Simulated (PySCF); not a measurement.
A calculated (UHF, PySCF 2.14, aug-cc-pVDZ-DK, scalar relativity by spin-free X2C-1e) atom or ion has these occupied shells.

```csv
shell,electrons,orbital energy (eV),"rms radius, mean of both spins (bohr)"
1s α,1,-564.25,0.230
1s β,1,-562.05,0.230
2s α,1,-38.756,1.26
2s β,1,-29.493,1.26
2p α,3,-18.431,1.42
2p β,1,-14.140,1.42
```

Problem. Name the element and its charge.

Solution. O (oxygen, neutral), in [He] 2s2 2p4, high-spin 3P determinant.
